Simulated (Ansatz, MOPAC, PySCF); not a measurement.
Dimer: C2H2 (SMILES C#C) (first 4 atoms) with C2H6 (SMILES CC); geometry from B3LYP-D3(BJ)/def2-TZVP, rigid monomers moved along the line of their centres of mass till H4···C5 is 4.03 Å.
(charge 0, multiplicity 1):
```xyz
12

C      0.422    -0.243    -0.581
C     -0.336     0.005     0.311
H      1.096    -0.464    -1.373
H     -1.006     0.225     1.106
C     -0.775     0.312     5.129
C      0.697    -0.092     5.105
H     -0.937     1.253     4.599
H     -1.136     0.448     6.150
H     -1.404    -0.450     4.662
H      1.055    -0.228     4.084
H      0.857    -1.031     5.640
H      1.322     0.668     5.578
```

Monomers are frozen at their geometry in the pair; levels with a basis set take the counterpoise correction. Rows marked so take none.

Correlated levels freeze the cores. Rows in 6-31G*, STO-3G carry no dispersion term and start afresh at each structure (6-31G* with six Cartesian d functions). The state reached by PM3, PM6 isn't checked.

Programs: Ansatz (an electronic-structure program) with Gaussian orbitals; MOPAC for PM3, PM6 (differences of heats of formation); PySCF for 6-31G* rows, STO-3G rows, the dispersion terms. 

Other levels give for the interaction energy: PBE/def2-TZVPPD -0.20; B3LYP/def2-TZVPPD 0.04; B3LYP-D3(BJ)/def2-TZVPPD -0.33; wB97M-V/def2-TZVPPD -0.33; CCSD(T)/aug-cc-pVDZ -0.32 kcal/mol.

Problem. What do these common cheap choices give for the same quantity: PM3, PM6, HF/STO-3G (no counterpoise), HF/6-31G*, BP86/6-31G* (no counterpoise), B3LYP/6-31G*, B3LYP/6-31G* (no counterpoise), M06-2X/6-31G* (no counterpoise)?

Solution. PM3 -0.09; PM6 -0.06; HF/STO-3G (no counterpoise) -0.03; HF/6-31G* -0.05; BP86/6-31G* (no counterpoise) 0.04; B3LYP/6-31G* 0.02; B3LYP/6-31G* (no counterpoise) -0.08; M06-2X/6-31G* (no counterpoise) -0.35 kcal/mol. They span -0.35 to 0.04 kcal/mol.
